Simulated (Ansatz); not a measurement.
Mulliken charges of `C[S][Sn][NH2]` from ωB97M-V/def2-TZVPP in Ansatz (PBE0-D4/def2-TZVP geometry).

| atom | x (Å) | y (Å) | z (Å) | charge (e) |
| --- | --- | --- | --- | --- |
| C1 | -0.955 | 0.380 | 0.974 | -0.378 |
| S2 | 0.669 | 0.288 | 1.772 | -0.312 |
| Sn3 | 2.246 | -0.372 | 0.037 | 0.562 |
| N4 | 0.912 | -0.492 | -1.469 | -0.541 |
| H5 | -1.676 | 0.674 | 1.737 | 0.144 |
| H6 | -0.964 | 1.131 | 0.182 | 0.138 |
| H7 | -1.253 | -0.588 | 0.571 | 0.138 |
| H8 | -0.079 | -0.316 | -1.418 | 0.131 |
| H9 | 1.189 | -0.751 | -2.403 | 0.119 |

Question: By hand: the dipole of these point charges (1 e Å = 4.8032 D).

Answer: Σ q r = (0.505, -0.135, -0.223) e Å, of length 0.568 e Å = 2.73 D.

Question: How does the dipole of the full density compare? (Best estimate.)

Answer: The calculation gave: (-0.103, -0.084, -0.447) e Å, 2.24 D; the point charges give 1.22 times that, at 77° from its direction.

Point charges leave out the atoms' own dipoles, such as those of lone pairs, and Mulliken's split depends on the basis, so the two needn't agree.
